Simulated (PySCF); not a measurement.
**Worked example: chemical shift, span and skew from a shielding tensor**

Al(F)(Cl)(NH2) (AlClFH₂N), SMILES [NH2][Al]([F])[Cl]. Atoms are numbered in the order given.

```xyz
6

Al    -0.0684     0.4033     0.0000
F     -1.5949     1.0557     0.0000
Cl     0.1362    -1.6790     0.0000
N      1.3337     1.4563     0.0000
H      2.2960     1.1338     0.0000
H      1.2959     2.4707     0.0000
```

Geometry: B3LYP-D3(BJ)/def2-SVP. One conformer was computed; it need not be the lowest.

GIAO shieldings from KT2/pcSseg-2 (PySCF), non-relativistic, no solvent. The symmetric part of the tensor of F2 has the principal values 297.6, 306.8, 428.5 ppm. The same nucleus in CFCl3 has σ = 125.1 ppm at this level (PySCF, at its B3LYP-D3(BJ)/def2-TZVP geometry). Without spin–orbit terms, shifts of atoms bonded to Cl or Br come out too high.

Work out the isotropic shielding, the ¹⁹F shift against CFCl3, the span and the skew.


σ(iso) = (σ11 + σ22 + σ33)/3 = 344.3 ppm. δ = σ(ref) − σ(iso) = 125.1 − (344.3) = -219.2 ppm.
Span Ω = σ33 − σ11 = 130.9 ppm. Skew κ = 3(σ(iso) − σ22)/Ω = 0.86. Tumbling in solution averages the tensor to δ; in a static solid the shielding alone would spread this spin-1/2 line over Ω.
